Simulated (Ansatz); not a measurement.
Reaction (substitution at a C–C bond): `CCC(C)(CC)CC` + `O[SiH]1C=N1` → `CO[SiH]1C=N1` + `CCC(C)(C)CC`

Gas-phase electronic energies from Ansatz, PBE0-D4/def2-TZVP geometries. CCSD(T)/CBS is the MP2 limit (def2-TZVPP, def2-QZVPP) plus CCSD(T) − MP2 in def2-TZVPP, frozen cores. Functionals use def2-TZVPP. B3LYP here is the variant with VWN-RPA as its local correlation; programs differ in this. One conformer a species, not always the lowest.

| level | ΔE (eV) |
| --- | --- |
| PBE-D4 | 0.54 |
| B3LYP-D4 | 0.50 |
| PBE0 | 0.53 |
| CCSD/def2-TZVPP | 0.57 |

Task: What does CCSD(T)/CBS give? (An estimate is asked.)

Result: Computed: +0.61 eV. The listed levels differ from it by -0.07, -0.11, -0.08, -0.04 eV.

Largest T1 diagnostic among the species: 0.014.

The D4 term adds +0.07 eV with B3LYP and +0.04 eV with PBE0; it sums over pairs of atoms, weighted by their polarisabilities, and B3LYP, whose exchange is more repulsive, gets the larger term. In def2-TZVPP, CCSD(T) changes the Hartree–Fock value by +0.19 eV (the triples alone add +0.02 eV) and MP2 by +0.25 eV.
